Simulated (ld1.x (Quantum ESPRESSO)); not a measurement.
**Which change was made? (Hf, TM semilocal)**

```
Element                 : Hf
Generator               : ld1.x (Quantum ESPRESSO) 7.5
Type                    : norm-conserving Troullier–Martins (semilocal form)
Functional              : PBEsol
Relativity              : scalar-relativistic
Frozen core             : [Kr] 4d10 4f14
Valence charge          : 12
Reference configuration : 5s2 5p6 5d2 6s1 6p0 (charge +1)
Partial waves           : 5p (bound): rc 1.95 bohr; 5d (bound): rc 2.50 bohr; 5s (bound): rc 1.70 bohr
Local potential         : the s channel
Core correction         : none
```

Occupied shells without a wave of their own: 6s. They enter only through the test configuration that unscreens the potential.

Cutoffs, loose and tight: the cutoffs (Ry, on a coarse ladder) from which the occupation-weighted sum of valence levels, in a spherical-Bessel basis at the reference potential, stays within 10 and 1 mRy of its value at 400 Ry. They do not see the model core or the augmentation charge, which bear on the density cutoff. Test errors are all-electron minus pseudo excitation energies from the reference, over the configurations 5s2 5p6 5d2 6s2 6p0; 5s2 5p6 5d2 6s0 6p0; 5s2 5p6 5d1 6s0 6p0; 5s2 5p6 5d2.5 6s1.5 6p0; 5s2 5p6 5d0 6s0 6p0; 5s2 5p6 5d3 6s1 6p0; 5s2 5p5 5d2 6s2 6p0; variants that change the core or the reference have their own tests. The largest error is taken over the tests solved by every variant that gives reliable tests at all, those not shown here included: 5s2 5p5 5d2 6s2 6p0; 5s2 5p6 5d0 6s0 6p0; 5s2 5p6 5d1 6s0 6p0; 5s2 5p6 5d2 6s0 6p0; 5s2 5p6 5d2 6s2 6p0.

The base gives: outcome: generated, misses its reference levels by 1.09 eV; cutoff, loose: 50 Ry; cutoff, tight: 70 Ry; bound ghosts: none; largest test error (meV): -2485.

Problem. After one change the result is: outcome: generated, misses its reference levels by 5.91 eV; bound ghosts: not determined; largest test error (meV): +16731. Which change was it?
A. all radii scaled by about 0.91 (s 1.56, p 1.78, d 2.28 bohr)
B. all radii scaled by about 1.39 (s 2.36, p 2.72, d 3.48 bohr)
C. all radii scaled by about 0.82 (s 1.40, p 1.60, d 2.04 bohr)

Solution. B. The others give: all radii scaled by about 0.91 (s 1.56, p 1.78, d 2.28 bohr) → outcome: generated, misses its reference levels by 0.64 eV; cutoff, loose: 60 Ry; cutoff, tight: 100 Ry; bound ghosts: none; largest test error (meV): -1523 | all radii scaled by about 0.82 (s 1.40, p 1.60, d 2.04 bohr) → outcome: generated, misses its reference levels by 0.29 eV; cutoff, loose: 80 Ry; cutoff, tight: 140 Ry; bound ghosts: none; largest test error (meV): -753.
